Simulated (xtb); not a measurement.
H4N, charge +1, singlet, geometry from GFN2-xTB; GFN2-xTB with ALPB(benzene) in xtb.

xtb was given this input:
```
$ xtb mol.xyz --gfn 2 --chrg 1 --alpb benzene --json

# file mol.xyz
5

N      0.00000000    -0.00000000    -0.00000000
H     -0.69851852    -0.34749108    -0.67183826
H      0.02245826     1.02891450    -0.02958725
H     -0.25206810    -0.31063626     0.94868941
H      0.92812837    -0.37078716    -0.24726391
```

It wrote (shortened):

```
   ID    Z sym.   atoms
    1    7 N      1
    2    1 H      2-5

           -------------------------------------------------
          |                Calculation Setup                |
           -------------------------------------------------

           -------------------------------------------------
          |                 G F N 2 - x T B                 |
           -------------------------------------------------

      * Solvation model:               ALPB
        Solvent                        benzene
        Parameter file                 internal GFN2-xTB/ALPB
        Dielectric constant                7.0000E+00
        Reference state                gsolv [1 M gas/solution]
        Free energy shift                  4.6744E-03 Eh       2.9333E+00 kcal/mol
        Temperature                        2.9815E+02 K
        Density                            8.6700E-01 kg/L
        Solvent mass                       7.8110E+01 g/mol
        Interaction kernel             P16
        Born radius scaling (c1)           1.6914E+00
        Born radii integrator          GBOBC
        Born offset                        0.0000E+00 a0       0.0000E+00 AA
        H-bond correction              false
        Ion screening                  false
        Surface tension                    1.0000E-05 Eh       1.5569E+01 dyn/cm
        Grid points                               230 per atom

          ...................................................
          :                      SETUP                      :
          :.................................................:
          :  # basis functions                   8          :
          :  # atomic orbitals                   8          :
          :  # shells                            6          :
          :  # electrons                         8          :
          :  max. iterations                   250          :
          :  Hamiltonian                  GFN2-xTB          :
          :  restarted?                      false          :
          :  GBSA solvation                   true          :
          :  PC potential                    false          :
          :  electronic temp.          300.0000000     K    :
          :  accuracy                    1.0000000          :
          :  -> integral cutoff          0.2500000E+02      :
          :  -> integral neglect         0.1000000E-07      :
          :  -> SCF convergence          0.1000000E-05 Eh   :
[...]
         :: total energy              -4.594430746388 Eh    ::
[...]
         7                          0.0947099               2.5772
         8                          0.0947099               2.5772
      -------------------------------------------------------------
                  HL-Gap            0.5355998 Eh           14.5744 eV
             Fermi-level           -0.3615038 Eh           -9.8370 eV

     #   Z          covCN         q      C6AA      α(0)
     1   7 N        3.436    -0.210    25.558     7.508
     2   1 H        0.859     0.302     0.706     1.316
     3   1 H        0.859     0.302     0.706     1.316
     4   1 H        0.859     0.302     0.706     1.316
     5   1 H        0.859     0.302     0.706     1.316

 Mol. C6AA /au·bohr⁶  :         70.595988
 Mol. C8AA /au·bohr⁸  :       1251.394969
 Mol. α(0) /au        :         12.773552

Wiberg/Mayer (AO) data.
largest (>0.10) Wiberg bond orders for each atom

 ---------------------------------------------------------------------------
     #   Z sym  total        # sym  WBO       # sym  WBO       # sym  WBO
 ---------------------------------------------------------------------------
     1   7 N    3.623 --     4 H    0.906     2 H    0.906     3 H    0.906
                             5 H    0.906
     2   1 H    0.909 --     1 N    0.906
     3   1 H    0.909 --     1 N    0.906
     4   1 H    0.909 --     1 N    0.906
     5   1 H    0.909 --     1 N    0.906
 ---------------------------------------------------------------------------

Topologies differ in total number of bonds
Writing topology from bond orders to xtbtopo.mol

molecular dipole:
                 x           y           z       tot (Debye)
 q only:        0.000       0.000      -0.000
   full:        0.000      -0.000      -0.000       0.000
molecular quadrupole (traceless):
                xx          xy          yy          xz          yz          zz
 q only:       -0.000      -0.000       0.000       0.000       0.000      -0.000
  q+dip:       -0.000      -0.000       0.000       0.000       0.000      -0.000
   full:       -0.000      -0.000       0.000       0.000       0.000      -0.000

           -------------------------------------------------
          | TOTAL ENERGY               -4.594430746388 Eh   |
          | GRADIENT NORM               0.007379069245 Eh/α |
          | HOMO-LUMO GAP              14.574413258165 eV   |
           -------------------------------------------------

normal termination of xtb
```
